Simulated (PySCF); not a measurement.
# Working with the constants of SrB⁺

UHF-CCSD(T) constants of SrB⁺, ³Π (triplet), unpaired electrons σ ↑, π ↑ (PySCF, scalar-relativistic core potentials, basis sets Sr def2-SVP with ECP28, B def2-SVP; masses 87.9056 and 11.0093 u):

```
ωe              : 342.5 cm⁻¹
ωexe            : 4.87 cm⁻¹
Be              : 0.2417 cm⁻¹
αe              : 0.00305 cm⁻¹
D (centrifugal) : 4.81e-07 cm⁻¹
De to Sr⁺ + B   : 0.57 eV
```

**Question.** Give the vibrational terms G(v) and spacings up to v = 6.

**Answer.** G(v) = ωe(v+½) − ωexe(v+½)².

| v | G(v) (cm⁻¹) | G(v) − G(v−1) | Bv (cm⁻¹) |
| --- | --- | --- | --- |
| 0 | 170.0 |  | 0.2402 |
| 1 | 502.8 | 332.8 | 0.2371 |
| 2 | 825.8 | 323.0 | 0.2341 |
| 3 | 1139.1 | 313.3 | 0.2310 |
| 4 | 1442.6 | 303.5 | 0.2280 |
| 5 | 1736.4 | 293.8 | 0.2249 |
| 6 | 2020.5 | 284.1 | 0.2219 |

**Question.** How well does the Morse estimate ωe²/(4ωexe) reproduce De, and what is D0?

**Answer.** It gives 0.75 eV, 131 % of the computed De. D0 = De − G(0) = 0.57 − 0.02 = 0.55 eV.

Correlated steps freeze 1 core orbital. Correlated levels converge slowly with the basis: in double zeta they bind strong bonds too weakly, by up to about 1 eV, and carry superposition errors of some tenths. Spin–orbit coupling is left out. For an ion De counts to the pair picked by the measured ionisation energies or electron affinities, which need not be the lowest pair at this level. The state was picked by a PBE0 search and need not be the measured ground state.
